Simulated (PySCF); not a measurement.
## Peak assignment

Atoms are numbered as in `[CH3:1][O:2][C:3](=[O:4])[CH:5]=[C:6]1[CH2:7][CH2:8]1`; H(Xn) means a hydrogen on atom n.

[PySCF: shieldings: GIAO PBE0/pcSseg-1; GFN2-xTB geometry; gas phase; equivalent nuclei averaged; one computed conformer; relativity neglected]

References, each an isolated molecule treated in the same way: ¹³C, ¹H against TMS.

Q: Assign these signals to the numbered atoms. ¹³C{¹H} NMR (computed): δ 172.8, 155.7, 117.4, 53.4, 7.6, 4.0.

A: 
| δ (ppm) | atoms | environment | reason |
| --- | --- | --- | --- |
| 172.8 | C3 | ester carbonyl carbon | lone-pair donation from the attached heteroatom keeps it upfield of a ketone carbonyl |
| 155.7 | C6 | β carbon of a C=C–C=O unit | conjugation with the carbonyl draws π density from the β position |
| 117.4 | C5 | α carbon of a C=C–C=O unit | as expected for a trigonal carbon in a double bond |
| 53.4 | C1 | methyl carbon bonded to O | deshielded by the electronegative neighbour |
| 7.6 | C8 | three-membered-ring carbon | carbons of three-membered rings are unusually shielded |
| 4.0 | C7 | three-membered-ring carbon | – |

Q: Assign these signals to the numbered atoms. ¹H NMR (500 MHz, computed): δ 6.48 (s, 1H), 3.92 (s, 3H), 1.51 (m, 2H), 1.19 (m, 2H).

A: 
| δ (ppm) | atoms | environment | reason |
| --- | --- | --- | --- |
| 6.48 | H(C5) | hydrogen on an α carbon of a C=C–C=O unit | olefinic region |
| 3.92 | H(C1) | hydrogen on a methyl carbon bonded to O | its carbon carries O, an electronegative neighbour |
| 1.51 | H(C8) | hydrogen on a three-membered-ring carbon | cyclopropane-type protons are shielded by the ring |
| 1.19 | H(C7) | hydrogen on a three-membered-ring carbon | – |

Shifts are as computed. Against solution values, carbons near 30 ppm lie about +3 ppm off and those near 130 ppm about +5 ppm. Of 1211 compounds with measured shifts, 218 miss one by over three times the rms of a fit or turn the order of signals round; such compounds aren't used in these exercises. No couplings were computed; multiplicities are counted from neighbouring protons, with m where these are inequivalent, close in shift, in a saturated or five-membered ring or joined by F or P, and br s for small geminal =CH2 splittings.
